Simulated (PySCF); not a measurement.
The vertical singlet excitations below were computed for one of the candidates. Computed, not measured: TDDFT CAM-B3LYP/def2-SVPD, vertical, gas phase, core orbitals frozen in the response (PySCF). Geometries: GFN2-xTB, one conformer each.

```json
{"state": "S1", "E (eV)": "5.60", "λ (nm)": "221.4", "f": "0.0006"}
{"state": "S2", "E (eV)": "5.85", "λ (nm)": "212.0", "f": "0.0032"}
{"state": "S3", "E (eV)": "5.90", "λ (nm)": "210.0", "f": "0.776"}
{"state": "S4", "E (eV)": "6.56", "λ (nm)": "188.9", "f": "0.0077"}
{"state": "S5", "E (eV)": "7.24", "λ (nm)": "171.4", "f": "0.0023"}
{"state": "S6", "E (eV)": "7.35", "λ (nm)": "168.6", "f": "0.018"}
{"state": "S7", "E (eV)": "7.65", "λ (nm)": "162.0", "f": "0.076"}
{"state": "S8", "E (eV)": "7.69", "λ (nm)": "161.3", "f": "0.0003"}
```

Triplets computed (Tamm–Dancoff): 3.44, 4.84, 5.08 eV.

Question: Which structure fits? All have the formula C6H7F.
A. `C=C=C(C)C(=C)F`
B. `C=C1C(F)=C1CC`
C. `F[C@@]12C[C@H]2C=CC1`

Answer: A. Its S1 lies at 5.60 eV; the nearest of the others has S1 at 5.25 eV. S1 is HOMO→LUMO+1 (35%), HOMO→LUMO+2 (32%), HOMO-1→LUMO (21%). Löwdin shares by element: HOMO carbon 79% or more (atoms not listed hold the other 21%); LUMO carbon 71% or more (atoms not listed hold the other 29%). At the same level the other candidates give, for their lowest levels:
- `F[C@@]12CC=C[C@@H]1C2`: 6.48 eV (f 0.127); 6.92 eV (f 0.015); 7.18 eV (f 0.037); 7.53 eV (f 0.012); 7.73 eV (f 0.005); T1 4.16 eV; HOMO -8.33, LUMO 1.18 eV
- `C=C1C(F)=C1CC`: 5.25 eV (f 0.014); 5.35 eV (f 0.061); 6.51 eV (f 0.024); 6.77 eV (f 0.043); 7.05 eV (f 0.265); T1 3.97 eV; HOMO -7.34, LUMO 0.82 eV

The values belong to the conformer `[CH2:1]=[C:2]=[C:3]([CH3:4])[C:5](=[CH2:6])[F:7]`: C2–C3–C5–C6 180°.
